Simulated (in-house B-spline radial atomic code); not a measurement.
Results of a calculation; reference values are marked as such.
## Light and heavy implants in Si at 30 keV

The pair potential comes from two frozen, spherical free-atom densities (PBE, B-spline radial code, scalar-relativistic past argon): electrostatics plus the change in Thomas-Fermi kinetic and Dirac exchange energy where they overlap, the recipe behind the universal ZBL potential, which averages such potentials (from solid-state densities) over many pairs. It is written V = (Z1 Z2 e²/r) φ(r/a), with e² = 14.3996 eV·Å and a = 0.46850 Å/(Z1^0.23 + Z2^0.23); ZBL's fit is φ = 0.18175 e^(−3.1998x) + 0.50986 e^(−0.94229x) + 0.28022 e^(−0.4029x) + 0.02817 e^(−0.20162x). Where φ falls below 4e-4 it is continued as an exponential.

The target, Si, is taken as amorphous, density 2.329 g/cm³ (NSM archive of the Ioffe Institute); nuclear stopping from classical scattering on these potentials, electronic stopping by Lindhard and Scharff, compounds by atom fraction, projected range from N (S_n + S_e) dR_p/dE = 1 − N S_n (M2/M1) R_p/(2E), which runs up to 8 % short of the full integral equation; no channelling. Lindhard and Scharff's S_e can be off by tens of per cent.

```
ion  mass (u)  N S_n (eV/nm)  N S_e (eV/nm)  S_n = S_e at (keV)  path (nm)  projected range (nm)
  B     10.81           59.8            113                  14        201                   117
  O      16.0            151            136                  34        118                  70.9
  S     32.06            505            156                 140       54.3                  36.7
 Ga     69.72           1160            156                 630       32.4                  25.1
 Ge     72.63           1190            156                 680       31.9                  24.8
 Se     78.97           1260            154                 790       30.8                  24.4
 Sb    121.76           1690            151                1800       25.8                  21.7
 Xe    131.29           1760            150                2100       25.3                  21.5
```

How do the nuclear share and the range change from the lightest ion to the heaviest?

The nuclear share goes from 35 % for B to 92 % for Xe, and the projected range from 117 to 21.5 nm, a factor of 5.5. S_e changes by a factor of 1.32, since the heavy ion is slower but has the larger Z1, while S_n grows 29-fold. The heavy ion also keeps its direction better: R_p is 0.85 of the path, against 0.58.

With a displacement energy of 15 eV taken for illustration, how many displacements per nanometre does Xe start at entry, by the rule 0.8 E_damage/(2 E_d)?

Taking all nuclear loss as damage energy, an upper bound, 0.8 × 1760/(2 × 15) = 46.9 per nm.
